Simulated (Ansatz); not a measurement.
Fe(NH2)2 (FeN₂H₄). Charge 0, multiplicity 5. Geometry PBE0-D4/def2-TZVP, basis def2-TZVP, Ansatz.

| atom | x (Å) | y (Å) | z (Å) |
| --- | --- | --- | --- |
| Fe1 | 0.000 | 0.000 | 0.000 |
| N2 | -1.543 | -0.165 | -1.005 |
| H3 | -2.310 | -0.791 | -0.809 |
| H4 | -1.759 | 0.353 | -1.843 |
| N5 | 1.543 | 0.166 | 1.005 |
| H6 | 2.392 | -0.362 | 0.873 |
| H7 | 1.676 | 0.799 | 1.779 |

```tsv
run	HOMO (eV)	LUMO (eV)
A	-8.64	-0.54
B	-6.47	-1.72
C	-5.95	-2.50
D	-8.73	-0.10
E	-4.12	-2.94
F	-7.56	-1.03
```

B3LYP takes the VWN-RPA correlation.

HOMO and LUMO are taken over both spins.

Task: The runs used B3LYP, BHLYP, r2SCAN, r2SCAN0, ωB97M-V, ωB97X-V. Estimate which is which.

Result: A ωB97M-V (range-separated); B r2SCAN0 (25 % exact exchange); C B3LYP (20 % exact exchange); D ωB97X-V (range-separated); E r2SCAN (0 % exact exchange); F BHLYP (50 % exact exchange). Exact exchange lowers occupied and raises empty levels; among semilocal functionals meta-GGAs tend to open the gap a little, and such runs are hard to tell apart. The gap grows from 1.18 eV (r2SCAN) to 8.63 eV (ωB97X-V).
